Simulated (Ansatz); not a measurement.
MP2, SCS-MP2 and SOS-MP2 from spin components

System: C$_{3}$H$_{9}$O$_{2}$ (SMILES CC([OH2+])CO), charge +1, singlet, geometry from GFN2-xTB. Level: MP2/STO-3G (Ansatz, a program for electronic structure). Sums are taken with unrounded values, so a last digit can differ.

Ansatz was given this input:
Ansatz 0.2 input:
```yaml
crystal:
  periodic: [false, false, false]
  atoms:
    - {symbol: C, position_ang: [0.88096515, -1.31356372, 1.08437026]}
    - {symbol: C, position_ang: [0.47817047, -0.43311598, -0.07346320]}
    - {symbol: O, position_ang: [0.89052902, 0.96818331, 0.20113453]}
    - {symbol: C, position_ang: [-1.04045088, -0.30418804, -0.27166610]}
    - {symbol: O, position_ang: [-1.20882763, 0.94281853, -0.93845773]}
    - {symbol: H, position_ang: [0.47239610, -0.93190040, 2.01595391]}
    - {symbol: H, position_ang: [1.96219745, -1.37075831, 1.17191929]}
    - {symbol: H, position_ang: [0.50036070, -2.31791870, 0.92489965]}
    - {symbol: H, position_ang: [0.95009135, -0.75251594, -1.00657077]}
    - {symbol: H, position_ang: [1.75497521, 1.18686486, -0.19095668]}
    - {symbol: H, position_ang: [0.10483744, 1.45168314, -0.27859208]}
    - {symbol: H, position_ang: [-1.55023179, -0.29765239, 0.69751965]}
    - {symbol: H, position_ang: [-1.41975037, -1.13193438, -0.87449156]}
    - {symbol: H, position_ang: [-2.14059578, 1.18132399, -0.99654137]}
basis:
  gaussian:
    orbitals: STO-3G
total_charge: 1
magnetization: {spin_polarized: false}
correlation: {method: mp2}
```

It gave an SCF energy of -264.959931 Eh, a same-spin correlation energy of -0.029471 Eh and an opposite-spin one of -0.209508 Eh.

Work out the MP2, SCS-MP2 (6/5 and 1/3) and SOS-MP2 (1.3 and 0) correlation and total energies.

MP2: -0.209508 + (-0.029471) = -0.238978 Eh, total -265.198910 Eh, as the program printed. SCS-MP2: 1.2 × (-0.209508) + (-0.029471)/3 = -0.261233 Eh, total -265.221164 Eh. SOS-MP2: 1.3 × (-0.209508) = -0.272360 Eh, total -265.232291 Eh. Opposite spins carry 88 % of the MP2 correlation; same-spin pairs are already kept apart by exchange.
